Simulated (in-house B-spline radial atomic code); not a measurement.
# RPA and G0W0 on SCAN: Sc3+

Configuration [Ne] 3s2 3p6, mean-field start SCAN. Computed with a B-spline radial code for spherical atoms: all electrons, non-relativistic, point nucleus, each spin shell either full or empty, empty states to l = 9 with an (l + 1/2)⁻⁴ tail; G0W0 by contour deformation at full frequency.

Command:
```bash
python run_gw.py task.json out
```
Settings (radii: box in bohr, nucleus in fm):
```
Z                        21
electrons                18
configuration            [Ne] 3s2 3p6
hamiltonian              nr
method                   scan,scan
lmax                     9
spin_polarised           False
box_radius               14.14
intervals                49
```

Cost of the run: 1.6 s on 1 thread of Arm Neoverse N1, on a shared host.

Energies (hartree):

```tsv
term	value
mean-field total	-759.05425
Hartree-Fock functional on these orbitals	-758.20888
direct second order	-1.3341
second-order exchange	0.44719
SOSEX correction	0.40585
```

Problem. What is the RPA correlation energy, and what remains with SOSEX?

Solution. RPA gives -1.1573 hartree (-1.75 eV per electron); RPA + SOSEX gives -0.75142, and the second-order doubles -0.88692 hartree (no singles). RPA lacks exchange-type terms and so overcorrelates at short range.

Quasi-particle levels (eV):

| level | occupied | mean field | Σx - vxc | Σc | QP weight | G0W0 |
| --- | --- | --- | --- | --- | --- | --- |
| 3p | yes | -65.41 | -8.03 | ? | ? | ? |
| 3d | no | -31.59 | 9.35 | -2.73 | 0.960 | -24.966 |

G0W0 = mean field + (Σx - vxc) + Σc, with Σc (partial-wave tail included) taken at the quasi-particle energy. Only the outer levels were computed. Levels of low weight are left out.

Problem. Where does G0W0 put 3p?

Solution. At -73.56 eV, with Σc = -0.12 eV and a quasi-particle weight of 0.941. The tabulated removal energy is 73.489 eV (NIST, measured); the calculation leaves out relativity, Breit and QED terms, and what these don't explain is the method's own error.
